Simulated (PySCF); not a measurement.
# Correlation energy of Si²⁺ (silicon, charge +2)

[Ne] 3s2, closed-shell 1S. All numbers are calculated (PySCF 2.14, no relativity, point nucleus, in aug-cc-pV(D+d)Z (5s4p3d, 32 functions)). Frozen: [Ne]; 2 electrons correlated.

Total MP2 correlation energy: -29.15 mhartree.

Same-spin part 0.00 and opposite-spin part -29.15 mhartree; SCS-MP2 scales them by 1/3 and 6/5 to -34.98 mhartree.

With two correlated electrons CCSD is exact within the correlated space (frozen core and kept virtual orbitals).

```
level  correlation energy (mhartree)
 CCSD                         -43.79
```

Diagnostics: T1 = 0.0055, D1 = 0.0077, largest double amplitude 0.118.

Cost of the coupled-cluster step: 0.08 s of wall time on 1 thread of Neoverse-V1 (shared host), for 2 correlated electrons.

Iterations:

```
CC2 = 0
CCSD nocc = 1, nmo = 27
frozen orbitals [0, 1, 2, 3, 4]
max_cycle = 100
direct = 0
conv_tol = 1e-08
conv_tol_normt = 1e-06
diis_space = 8
diis_start_cycle = 0
Init t2, MP2 energy = -288.017536261978  E_corr(MP2) -0.0291466633943371
Init E_corr(CCSD) = -0.0291466633943528
cycle = 1  E_corr(CCSD) = -0.0381373371951267  dE = -0.0089906738  norm(t1,t2) = 0.049102
cycle = 2  E_corr(CCSD) = -0.0413691748797417  dE = -0.00323183768  norm(t1,t2) = 0.0210252
cycle = 3  E_corr(CCSD) = -0.043788454081155  dE = -0.0024192792  norm(t1,t2) = 0.00960566
cycle = 4  E_corr(CCSD) = -0.0437814646258521  dE = 6.9894553e-06  norm(t1,t2) = 0.000437828
cycle = 5  E_corr(CCSD) = -0.0437871322632085  dE = -5.66763736e-06  norm(t1,t2) = 3.32555e-05
cycle = 6  E_corr(CCSD) = -0.0437845246776482  dE = 2.60758556e-06  norm(t1,t2) = 7.39876e-06
cycle = 7  E_corr(CCSD) = -0.0437850469796963  dE = -5.22302048e-07  norm(t1,t2) = 2.05074e-06
cycle = 8  E_corr(CCSD) = -0.043785057746982  dE = -1.07672856e-08  norm(t1,t2) = 7.7882e-08
cycle = 9  E_corr(CCSD) = -0.0437850651082889  dE = -7.36130693e-09  norm(t1,t2) = 3.26415e-08
CCSD converged
E(CCSD) = -288.0321746636916  E_corr = -0.04378506510828888
```
